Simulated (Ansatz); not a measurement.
H6AlO2Si2 (SMILES [SiH3][O][Al][O][SiH3]), doublet, geometry from GFN2-xTB (such geometries of metal compounds can be far from the true shape) (the spin is typed, not shown lowest). Base run: CCSD/pcseg-1 (Ansatz, a first-principles code).

Here is a job for Ansatz.
Ansatz 0.2 input:
```yaml
crystal:
  periodic: [false, false, false]
  atoms:
    - {symbol: Al, position_ang: [-0.02698009, -0.40702412, 0.04274690]}
    - {symbol: O, position_ang: [-1.39877031, 0.07977984, 0.89955735]}
    - {symbol: Si, position_ang: [-2.72988943, 0.55834387, 1.73074908]}
    - {symbol: H, position_ang: [-2.74818189, -0.22675223, 2.96476467]}
    - {symbol: H, position_ang: [-3.87857814, 0.26998013, 0.87225771]}
    - {symbol: H, position_ang: [-2.57225849, 1.98996200, 1.98552104]}
    - {symbol: O, position_ang: [1.38427311, -0.29244768, -0.87818295]}
    - {symbol: Si, position_ang: [2.75557733, -0.17311954, -1.77079069]}
    - {symbol: H, position_ang: [2.54611838, -0.99960202, -2.95937437]}
    - {symbol: H, position_ang: [3.84060494, -0.67649878, -0.92880390]}
    - {symbol: H, position_ang: [2.91938344, 1.24242671, -2.10048748]}
basis:
  gaussian:
    orbitals: pcseg-1.json
magnetization: {spin_polarized: true, initial_magnetization: 1}
correlation: {method: ccsd}
```
The basis file holds pcseg-1 in the JSON format of the Basis Set Exchange.

The base run was repeated with changes; each row names its change, and settings that it needs were set with it.

| change | ΔE vs base (mEh) | MP2 correlation (Eh) | CC correlation without the perturbative part (Eh) | basis functions | core-seconds (rough) | outcome |
|---|---|---|---|---|---|---|
| base | 0.000 | -0.59970 | -0.64096 | 112 | 100 | converged |
| method = rpa | (withheld) | - | - | 112 | 6 | converged |
| fitting = cc-pVTZ-JKFIT (mean field), cc-pVTZ-RIFIT (correlation) | 0.212 | -0.59964 | -0.64094 | 112 | 80 | converged |
| reference functional = pbe0 | 6.509 | - | -0.66432 | 112 | 50 | converged |
| method = bccd | (withheld) | -0.59970 | -0.63963 | 112 | 100 | converged |
| electrons = outside_noble_gas | 0.000 | -0.59970 | -0.64096 | 112 | 100 | converged |
| diis_vectors = 2 | 0.000 | -0.59970 | -0.64096 | 112 | 100 | converged |
| method = bccd_t | -13.200 | -0.59970 | -0.63963 | 112 | 200 | converged |
| accuracy = high | - | - | - | - | - | cut at the time limit |

Question: Fill in the missing entries.

Answer: 
- method = rpa, ΔE vs base (mEh): -63.220
- method = bccd, ΔE vs base (mEh): 1.328
